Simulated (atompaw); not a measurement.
# An all-electron radial function and its pseudo partner (Sm)

Columns: radius, all-electron u(r) and pseudo u(r) of the 5p shell (level -39.40 eV) of samarium in the configuration [Kr] 4d10 4f5 5s2 5p6 5d1 6s0 6p0; PBE, scalar-relativistic, PAW (atompaw) scheme, atompaw 4.2.0.5.

```json
{"r (bohr)": "0.115", "all-electron": "0.1029", "pseudo": "0.0187"}
{"r (bohr)": "0.231", "all-electron": "0.2322", "pseudo": "0.0738"}
{"r (bohr)": "0.346", "all-electron": "-0.2275", "pseudo": "0.1591"}
{"r (bohr)": "0.462", "all-electron": "-0.4682", "pseudo": "0.2685"}
{"r (bohr)": "0.577", "all-electron": "-0.3764", "pseudo": "0.3906"}
{"r (bohr)": "0.692", "all-electron": "-0.1076", "pseudo": "0.5162"}
{"r (bohr)": "0.808", "all-electron": "0.2020", "pseudo": "0.6368"}
{"r (bohr)": "0.923", "all-electron": "0.4716", "pseudo": "0.7418"}
{"r (bohr)": "1.038", "all-electron": "0.6757", "pseudo": "0.8258"}
{"r (bohr)": "1.154", "all-electron": "0.8129", "pseudo": "0.8855"}
{"r (bohr)": "1.269", "all-electron": "0.8888", "pseudo": "0.9181"}
{"r (bohr)": "1.385", "all-electron": "0.9166", "pseudo": "0.9252"}
{"r (bohr)": "1.500", "all-electron": "0.9081", "pseudo": "0.9091"}
{"r (bohr)": "1.615", "all-electron": "0.8742", "pseudo": "0.8738"}
{"r (bohr)": "1.731", "all-electron": "0.8231", "pseudo": "0.8230"}
{"r (bohr)": "1.846", "all-electron": "0.7626", "pseudo": "0.7626"}
{"r (bohr)": "1.962", "all-electron": "0.6967", "pseudo": "0.6967"}
{"r (bohr)": "2.077", "all-electron": "0.6303", "pseudo": "0.6303"}
{"r (bohr)": "2.192", "all-electron": "0.5653", "pseudo": "0.5653"}
{"r (bohr)": "2.308", "all-electron": "0.5029", "pseudo": "0.5029"}
{"r (bohr)": "2.423", "all-electron": "0.4452", "pseudo": "0.4452"}
{"r (bohr)": "2.538", "all-electron": "0.3921", "pseudo": "0.3921"}
{"r (bohr)": "2.654", "all-electron": "0.3435", "pseudo": "0.3435"}
{"r (bohr)": "2.769", "all-electron": "0.3001", "pseudo": "0.3001"}
{"r (bohr)": "2.885", "all-electron": "0.2610", "pseudo": "0.2610"}
{"r (bohr)": "3.000", "all-electron": "0.2267", "pseudo": "0.2267"}
```

How many radial nodes do the two functions have?

The all-electron 5p function has n − l − 1 = 3 (the table is too coarse to show those close to the nucleus); the pseudo-wave has 0, since the states of the same l below it are removed with the core.

At about which radius was the pseudo-wave matched?

1.85 bohr. The columns agree to 0.0005 from 1.61 bohr on; several derivatives are matched, so the curves merge somewhat inside the radius.

Where does each function peak?

Outermost all-electron maximum near 1.39 bohr, pseudo maximum near 1.39 bohr (to the table’s step).

Is the pseudo-wave norm-conserving?

No, it belongs to a PAW set: the norm inside the radius is not constrained, and the difference is carried by the augmentation charge.
